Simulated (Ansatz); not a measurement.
System: HgBr, net charge 0, doublet state. The spin state was set by rule; other spins were not relaxed. 
Structure (B3LYP-D3(BJ)/def2-TZVP (Ansatz, a quantum-chemistry and plane-wave program) minimum search):
```xyz
2

Hg     0.0000     0.0000    -0.7963
Br     0.0000     0.0000     1.8201
```
Charge 0, spin multiplicity 2.

Basis-set convergence of Hartree-Fock and CCSD(T) correlation energies (hartree) with Ansatz. Correlated levels leave the core frozen unless marked. UHF or UKS for open shells. Spin-orbit coupling is left out. The frozen core is the preceding noble-gas configuration, with the filled d and f shells of earlier blocks. In def2 rows, elements after Kr have scalar-relativistic effective core potentials.

```
basis        functions        E(HF)  E(corr, CCSD(T))
-----------  ---------  -----------  ----------------
def2-SVPD           76  -2724.65248          -0.41555
def2-TZVPPD        119  -2724.97106          -0.57942
def2-QZVPPD        186  -2725.02069          -0.62002
```

Extrapolating the two largest sets (X = 3 and 4) as X^-3: E(corr) = (64·(-0.62002) - 27·(-0.57942))/37 = -0.6496 Eh, an estimate of the basis-set limit. The largest set recovers 95.4 % of it, the smallest 64.0 %.
